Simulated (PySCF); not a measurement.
How methods differ on the ionisation energy of Rb²⁺

Rb²⁺ [Ar] 3d10 4s2 4p5 (2P) → Rb³⁺ [Ar] 3d10 4s2 4p4 (3P), as a difference of total energies. Calculation: PySCF 2.14, in x2c-SVPall (6s4p5d1f, 50 functions); scalar relativity by spin-free X2C-1e. Correlated levels: valence: [Ar] 3d10 4s2 frozen. The calculations carry no spin-orbit coupling.

Q: Order these methods by the ionisation energy they give, lowest first.
A. TPSS
B. CCSD(T) (valence)
C. M06-2X
D. UHF

A: D (40.208 eV), B (40.910 eV), C (41.187 eV), A (41.545 eV).

The reference lies between the lowest fine-structure levels, while these numbers refer to the centres of the terms.

Errors of the correlated levels include the incompleteness of this basis and the frozen core.

For comparison: 39.247 eV (semi-empirical (NIST evaluation); NIST Atomic Spectra Database, ionization energies).
